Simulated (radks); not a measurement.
Tc4+, 39 electrons, occupied as [Ar] 3d10 4s2 4p4 4d3 5d2 (not the ground configuration).

Calculated with a radial shooting solver on a logarithmic mesh with Libxc functionals: Dirac Kohn-Sham, PBEsol, spin-unpolarised, spherical densities, finite nucleus; open shells are shared between the two j in proportion to 2j + 1; Fermi nuclear charge, rms radius 4.4112 fm.

Energy parts (hartree):
| part | energy |
|---|---|
| total | -4274.90859 |
| kinetic | 4440.43794 |
| electron-nucleus | -10237.52284 |
| Hartree | 1645.85544 |
| exchange-correlation | -123.67913 |

Orbitals (lengths in bohr, moments of r in powers of bohr; r(max) is where P^2 peaks):
orbital     occ.  eigenvalue (hartree)     <r^2>      <r^4>   r(max)
1s1/2          2             -768.7392  0.001588  6.529e-06  0.02229
2s1/2          2             -111.9244   0.02634   0.001197   0.1263
2p1/2          2             -103.4427   0.01984  0.0007913  0.09814
2p3/2          4             -99.09927   0.02119  0.0008908   0.1021
3s1/2          2             -21.62388    0.1974    0.06018   0.3725
3p1/2          2             -18.36237    0.1945    0.06154   0.3593
3p3/2          4             -17.63399    0.2044    0.06782   0.3688
3d3/2          4             -11.85824    0.1881    0.06774   0.3093
3d5/2          6             -11.71788    0.1912    0.06987   0.3121
4s1/2          2              -5.05962     1.173      2.015   0.9346
4p1/2    1.33333              -4.05852     1.340      2.699   0.9816
4p3/2    2.66667              -3.93406     1.398      2.934    1.003
4d3/2        1.2              -2.36821     1.997      6.442    1.142
4d5/2        1.8              -2.35059     2.022      6.597    1.149
5d3/2        0.8              -0.94701     11.39      182.4    3.034
5d5/2        1.2              -0.94336     11.48      185.0    3.047

The highest occupied level is 5d5/2 at -25.670 eV. The electron density at the nucleus is 1e+05 e/bohr^3. The density falls to 0.001 e/bohr^3 at r = 4.61 bohr. Summed over all electrons, <r^2> = 40.47 bohr^2, which gives a Langevin (diamagnetic) susceptibility term of -32.1 x 10^-6 cm^3/mol.
